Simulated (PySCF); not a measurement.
C7H7FSi (triplet state).
Z-matrix (Å and degrees, PBE0-D3(BJ)/def2-SVP geometry), rows numbered from 1:
```
F 
C   1  1.3296
C   2  1.3943  1  119.21
C   3  1.3844  2  119.23  1   179.99
C   4  1.4263  3  121.21  2     0.01
C   5  1.3967  4  121.31  3   179.99
Si  6  1.8190  5  155.12  4     0.24
C   5  1.4250  4  117.46  3    -0.01
C   8  1.3842  5  121.22  4    -0.01
H   3  1.0917  2  119.23  1     0.01
H   4  1.0921  3  119.79  2   179.99
H   7  1.4947  6  110.06  5  -134.41
H   7  1.4961  6  110.61  5   105.84
H   7  1.5004  6  110.87  5   -14.35
H   8  1.0916  5  118.80  4  -180.00
H   9  1.0916  2  119.16  1    -0.00
```

The hyperfine couplings belong to this conformer and change with its torsions.

The species is `c1c(ccc([C][SiH3])c1)F` [triplet].

Computed with UKS B3LYP, IGLO-III on C F Si, pcH-1 on H, non-relativistic, mean-field spin-orbit, GIAO in PySCF. One conformer (not necessarily the lowest) at the PBE0-D3(BJ)/def2-SVP geometry, without solvent, vibrations or thermal averaging. This triplet need not be the ground state; the singlet was not compared here. No stability test was run, so a lower SCF solution isn't excluded.

Principal values of hyperfine tensors in MHz (contact, dipolar and spin–orbit terms together), for some of the nuclei:

```tsv
atom	isotope	A1	A2	A3
C6	13C	33.01	117.98	144.17
H14	1H	52.93	54.08	60.41
C4	13C	31.80	37.65	57.67
C8	13C	27.63	32.27	53.35
H13	1H	29.08	29.79	36.92
C5	13C	-41.00	-24.59	-19.99
Si7	29Si	21.94	24.39	26.93
F1	19F	-15.71	-11.13	82.08
```

**Question.** Split each tensor into its isotropic and traceless parts, and turn a_iso into mT with g = 2.0025.

**Answer.** a_iso = (A1 + A2 + A3)/3, Ti = Ai − a_iso; 1 mT corresponds to 28.028 MHz. The tensors hold a spin–orbit part: the run splits a_iso into a_FC + a_SO, and T includes its anisotropic share.

```csv
atom,a_iso (MHz),a_FC,a_SO,a_iso (mT),T1,T2,T3
C6,98.39,98.54,-0.15,3.510,-65.37,19.59,45.78
H14,55.81,55.81,0.00,1.991,-2.87,-1.72,4.60
C4,42.38,42.40,-0.03,1.512,-10.57,-4.73,15.30
C8,37.75,37.78,-0.02,1.347,-10.12,-5.48,15.60
H13,31.93,31.93,0.00,1.139,-2.85,-2.14,4.99
C5,-28.52,-28.54,0.01,-1.018,-12.47,3.94,8.53
Si7,24.42,24.48,-0.06,0.871,-2.48,-0.03,2.51
F1,18.41,18.40,0.01,0.657,-34.12,-29.54,63.67
```

**Question.** What spin density at the nucleus of C6 lies behind its contact coupling (g_N = 1.40482)?

**Answer.** a_FC = 800.24 MHz bohr³ × g_N × ρ(0)/(2S). With a_FC = 98.54 MHz and 2S = 2, ρ(0) = 0.1753 bohr⁻³.

**Question.** H12 (1H, g_N = 5.58569) isn't in the table. Its spin density at the nucleus is 0.01318 bohr⁻³. What is its contact coupling?

**Answer.** By the same relation, a_FC = 29.5 MHz. Its full tensor has the principal values 26.58, 27.19, 34.58 MHz.

Time: 4.3 min. Hardware: Arm Neoverse V2, one thread, on a shared host.
